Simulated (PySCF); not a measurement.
PySCF input for AlH2, SMILES [AlH2+], charge +1, B3LYP/pcSseg-2. Geometry: B3LYP-D3(BJ)/def2-TZVPD. The spin state was assumed, not searched. The isomer is the one that the SMILES or the coordinates give; other isomers of the formula were not compared.

```python
import numpy as np
from pyscf import gto, scf, dft
from pyscf.prop.nmr import rks as nmr

mol = gto.M(
    atom='''
    Al    0.00000000    0.00000000    0.00000000
    H     0.00000000    0.00000000   -1.54967201
    H     0.00000000    0.00000000    1.54967201
    ''',
    basis='pcSseg-2',
    charge=1,
    spin=0,
    max_memory=1600,
    verbose=3,
)
mf = dft.RKS(mol, xc='b3lyp')
mf.grids.level = 3
mf.conv_tol = 1e-10
mf.max_cycle = 100
mf.kernel()
n = nmr.NMR(mf)
n.verbose = 2
n.max_cycle_cphf = 60
sigma = n.kernel()
print('atom   isotropic/ppm   span/ppm')
for i, s in enumerate(sigma):
    w = np.linalg.eigvalsh((s + s.T) / 2)
    print(f'{mol.atom_symbol(i):2s}{i + 1:3d} {w.mean():14.3f} {w[2] - w[0]:11.3f}')
```

Program output:

```
converged SCF energy = -243.334079654957
atom   isotropic/ppm   span/ppm
Al  1        312.421     705.818
H   2         25.207       8.655
H   3         25.207       8.655
```

The run converged.
